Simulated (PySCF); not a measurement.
**Levels of Ir⁶⁴⁺ from EOM-EA-GCCSD**

Reference: closed-shell Ir⁶⁵⁺, [Ne] 3s2; one electron is added. Calculated with PySCF 2.14, two-component X2C-1e with screened spin-orbit coupling, an even-tempered Gaussian basis (17 s from 7.7 bohr⁻², ratio 2.6; 14 p from 10 bohr⁻², ratio 2.6; 6 d from 10 bohr⁻², ratio 2.8; 4 f from 140 bohr⁻², ratio 2.8); frozen 1s2; the 50 highest virtual spinors dropped; of the others 56 kept and the rest restored at second order. No Breit or QED terms. Binding energies in eV.

| level | Koopmans | second order | EOM-CCSD |
| --- | --- | --- | --- |
| 3p1/2 | 7427.3 | 7428.9 | 7428.1 |
| 3p3/2 | 6980.6 | 6983.3 | 6983.4 |
| 3d3/2 | 6744.6 | 6758.6 | 6734.2 |
| 3d5/2 | 6646.1 | near a pole | 6646.3 |

Electric-dipole lines between these computed levels:

```csv
lower,upper,ΔE (eV),vacuum wavelength (nm)
3p1/2,3d3/2,693.94,1.787
3p3/2,3d3/2,249.28,4.974
3p3/2,3d5/2,337.19,3.677
```

In EOM-CCSD the overlap with the one-orbital guess is low for 3d3/2 (weight 0.78). That can mean mixing with two-particle, one-hole states, where second order and EOM-CCSD lose accuracy, or only a rotation among the degenerate components of the shell; the terms of those configurations are not listed.

For comparison, the ionisation energy of Ir⁶⁴⁺ is 7421 ± 24 eV (theoretical estimate listed by NIST; NIST Atomic Spectra Database, ionization energies).

Only part of the computed levels is shown.
